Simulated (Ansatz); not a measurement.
GeH₅NSSi (`S[SiH]1[NH][GeH2]1`), relaxed with RKS PBE-D4/def2-SVP in the Gaussian-basis code of Ansatz from a rough embedded geometry. The force threshold is 0.03 eV/Å; the program also tests the step.

Charge 0, multiplicity 1.

Start:

```xyz
9

S     1.347   -1.262   -1.482
Si    0.667    0.521   -0.494
N    -1.026    0.369   -0.093
Ge   -0.311    0.081    1.603
H     0.652   -0.894   -2.663
H     0.994    1.903   -0.921
H    -1.393   -0.583   -0.426
H    -0.412   -1.399    2.001
H    -0.518    1.264    2.476
```

| step | energy (eV) | largest force (eV/Å) | largest move (Å) |
| --- | --- | --- | --- |
| 1 | -76769.1806 | 2.530 | 0.000 |
| 2 | -76769.6064 | 1.303 | 0.194 |
| 3 | -76769.7034 | 0.579 | 0.162 |
| 4 | -76769.7674 | 0.483 | 0.200 |
| 5 | -76769.8161 | 0.338 | 0.200 |
| 6 | -76769.8423 | 0.289 | 0.200 |
| 7 | -76769.8608 | 0.182 | 0.161 |
| 8 | -76769.8667 | 0.175 | 0.110 |
| 9 | -76769.8713 | 0.446 | 0.081 |
| 10 | -76769.8758 | 0.212 | 0.034 |
| 11 | -76769.8825 | 0.042 | 0.092 |
| 12 | -76769.8839 | 0.047 | 0.020 |
| 13 (rejected) | -76769.8571 | 0.832 | 0.195 |
| 14 | -76769.8879 | 0.127 | 0.098 |
| 15 (rejected) | -76769.8874 | 0.316 | 0.096 |
| 16 | -76769.8907 | 0.041 | 0.048 |
| 17 | -76769.8922 | 0.078 | 0.049 |
| 18 | -76769.8926 | 0.074 | 0.030 |
| 19 (rejected) | -76769.8926 | 0.034 | 0.032 |
| 20 | -76769.8930 | 0.025 | 0.015 |
| 21 | -76769.8932 | 0.016 | 0.029 |

End:

```xyz
9

S     1.081   -1.358   -1.883
Si    0.384    0.262   -0.632
N    -1.193    0.116    0.036
Ge   -0.142    0.060    1.630
H     1.912   -0.552   -2.604
H     0.841    1.541   -1.286
H    -2.173    0.027   -0.242
H    -0.231   -1.312    2.360
H    -0.479    1.215    2.621
```

It took 34 s on 4 threads of a server CPU on a shared host, with 0.18 GiB of host memory at the peak.
